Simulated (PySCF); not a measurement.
## Dipole polarisabilities along the 5d series

Calculated with PySCF 2.14 for the ground configurations, without spin-orbit coupling: coupled response for Hartree-Fock and DFT. Mean α in bohr³, C₆ of like pairs in atomic units.

```csv
species,α UHF,α PBE,α PBE0,α recommended (Schwerdtfeger and Nagle),C₆ UHF,C₆ PBE,C₆ PBE0
"Hf [Xe] 4f14 5d2 6s2 (def2-QZVPPD with the def2 core potential (60 electrons), ECP)",122.1,99.15,102.2,103 ± 6,1735,1300,1366
"Ta [Xe] 4f14 5d3 6s2 (def2-QZVPPD with the def2 core potential (60 electrons), ECP)",109.1,82.49,85.69,74 ± 20,1444,1043,1098
"W [Xe] 4f14 5d4 6s2 (def2-QZVPPD with the def2 core potential (60 electrons), ECP)",100.3,70.64,73.90,68 ± 15,1233,849.7,898.2
"Re [Xe] 4f14 5d5 6s2 (def2-QZVPPD with the def2 core potential (60 electrons), ECP)",95.74,65.77,68.86,62 ± 3,1122,768.5,808.5
"Os [Xe] 4f14 5d6 6s2 (def2-QZVPPD with the def2 core potential (60 electrons), ECP)",76.04,54.46,57.93,57 ± 3,866.2,609.3,655.6
"Ir [Xe] 4f14 5d7 6s2 (def2-QZVPPD with the def2 core potential (60 electrons), ECP)",63.94,48.20,50.23,54 ± 7,708.1,525.4,549.1
"Pt [Xe] 4f14 5d9 6s1 (def2-QZVPPD with the def2 core potential (60 electrons), ECP)",53.05,38.79,40.07,48 ± 4,491.5,373.6,381.2
"Au [Xe] 4f14 5d10 6s1 (def2-QZVPPD with the def2 core potential (60 electrons), ECP)",49.57,35.33,36.69,36 ± 3,437.5,325.1,333.6
"Hg [Xe] 4f14 5d10 6s2 (def2-QZVPPD with the def2 core potential (60 electrons), ECP)",44.56,35.11,36.40,33.91 ± 0.34,439.4,341.4,353.8
```

Hartree-Fock lacks correlation. All values carry a basis error, and heavy open shells lack spin-orbit coupling.
